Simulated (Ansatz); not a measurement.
Cost and result up the ladder for B4N3 (7 atoms). The state is a doublet with charge 0. Geometry: PBE-D4/def2-SVP.

Cartesian coordinates in Å:
```
B -0.063 -1.265 -0.351
B -0.200 -3.802 -1.057
B 0.193 3.803 1.055
B 0.067 1.264 0.352
N 0.130 2.541 0.706
N 0.003 0.000 0.001
N -0.131 -2.541 -0.706
```

Ansatz on 4 threads of AMD EPYC 9R45 on a shared host. Times are rough, and most runs start from the orbitals of an earlier one. ωB97M-V/def2-TZVP serves as the yardstick here, not as an exact answer. Differences are given only for rows in sets of like size (and for xTB, whose basis is part of the method), since another set adds its own error. Binding counts from free atoms at the same level (B doublet, N quartet; other spins of the atoms weren't run), without zero-point energy or a counterpoise term.

Correlated methods freeze 7 core orbitals. The rows differ in basis, and correlated rows in double-zeta sets carry the largest basis error. Another isomer (doublet) lies 1.25 eV lower at PBE0-D4/def2-TZVP; other spin states weren't run for this one.

Run but left out: PBE-D4/def2-TZVP, r2SCAN-D4/def2-TZVP (an occupied level 0.00 to 0.01 eV above an empty one).

Correlated methods converge slowly with the basis, most of all in double-zeta sets.

```json
{"level": "PBE0-D4/def2-TZVP", "functions": "217", "wall time": "2.1 s", "binding energy per atom (eV)": "5.03", "difference from ωB97M-V/def2-TZVP (eV)": "0.10"}
{"level": "r2SCAN0-D4/def2-TZVP", "functions": "217", "wall time": "5.5 s", "binding energy per atom (eV)": "4.82", "difference from ωB97M-V/def2-TZVP (eV)": "-0.11"}
{"level": "CCSD(T)/def2-SVP", "functions": "98", "wall time": "6.5 s", "binding energy per atom (eV)": "4.57", "difference from ωB97M-V/def2-TZVP (eV)": "–"}
{"level": "ωB97M-V/def2-TZVP", "functions": "217", "wall time": "9 s", "binding energy per atom (eV)": "4.93", "difference from ωB97M-V/def2-TZVP (eV)": "0.00"}
```
